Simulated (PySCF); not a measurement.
C5H7O2 (doublet state).
Numbering: `[CH2:1]=[C:2][CH2:3][CH2:4][O:5][CH:6]=[O:7]` (hydrogens: H8, H9 on C1; H10, H11 on C3; H12, H13 on C4; H14 on C6)

Structure used (GFN2-xTB), in Å, numbered top down from 1:
```xyz
14
C5H7O2 angstrom
C      2.1396    0.4896   -0.5803
C      1.6789   -0.1103    0.4670
C      0.4739   -0.7066    1.0220
C     -0.6548   -0.8961   -0.0193
O     -1.0653    0.3414   -0.5975
C     -1.8640    1.1053    0.1256
O     -2.3013    0.8611    1.2117
H      3.1648    0.8222   -0.6503
H      1.5346    0.7138   -1.4624
H      0.7017   -1.6931    1.4360
H      0.0980   -0.0791    1.8354
H     -1.5146   -1.3670    0.4690
H     -0.3066   -1.5048   -0.8548
H     -2.0857    2.0233   -0.4443
```

The hyperfine couplings belong to this conformer and change with its torsions.

Method: PySCF 2.14.0, UKS B3LYP, pcH-1 on C H O, non-relativistic, mean-field spin-orbit, GIAO. Geometry: GFN2-xTB, one conformer, isolated molecule. The geometry wasn't refined by DFT: couplings that depend on bond lengths, twists or pyramidal angles can differ widely from those at the functional's own minimum. Stability of the SCF solution: not tested.

Question: Match the computed a_iso(13C) values +274.8, +64.0, +16.2, -9.7 MHz with the sites C1; C2; C3; C4.

Answer: 
```csv
site,a_iso (MHz),ρ(0) (bohr⁻³),position,distance from C2 (Å),spin population,largest |T| (MHz)
C1,-9.7,-0.0086,1 bond from C2,1.29,-0.16,17.6
C2,+274.8,+0.2444,largest spin population,0.00,+0.99,143.0
C3,+16.2,+0.0144,1 bond from C2,1.45,-0.05,8.6
C4,+64.0,+0.0570,2 bonds from C2,2.51,+0.06,13.6
```

Question: Match the computed a_iso(1H) values +183.7, +119.9, +27.2, +4.5, -0.4 MHz (means over equivalent nuclei) with the sites H8; H9; H10/H11; H12/H13; H14.

Answer: 
```tsv
site	a_iso (MHz)	ρ(0) (bohr⁻³)	position	distance from C2 (Å)	bound to	spin population there	largest |T| (MHz)
H8	+119.9	+0.0268	2 bonds from C2, on C1 of spin population -0.16	2.08	C1	-0.16	11.6
H9	+183.7	+0.0411	2 bonds from C2, on C1 of spin population -0.16	2.10	C1	-0.16	6.5
H10/H11	+27.2	+0.0061	2 bonds from C2	2.09	C3	-0.05	11.8
H12/H13	+4.5	+0.0010	3 bonds from C2	3.10	C4	+0.06	5.8
H14	-0.4	-0.0001	5 bonds from C2	4.42	C6	0.00	1.6
```

ρ(0) is the spin density at the nucleus and T the dipolar tensor; entries for several nuclei are means. Largest spin populations (Mulliken): C2 (+0.99), C1 (-0.16) and H9 (+0.09). No atom but C2 exceeds +0.15.

The spin density at the nucleus, in bohr⁻³, is negative for C1 (-0.0086), for instance. A restricted open-shell determinant has no negative spin density anywhere; here it arises because α and β orbitals differ (spin polarisation).

Class means assume fast exchange of nuclei equivalent by connectivity; if that motion is slow, each nucleus keeps its own coupling. The 1H value of +27.2 MHz is a mean of couplings from 12.4 to 42.1 MHz in this one geometry, not an average over conformers. The 1H value of +4.5 MHz is a mean of couplings from -4.6 to 13.7 MHz in this one geometry, not an average over conformers.
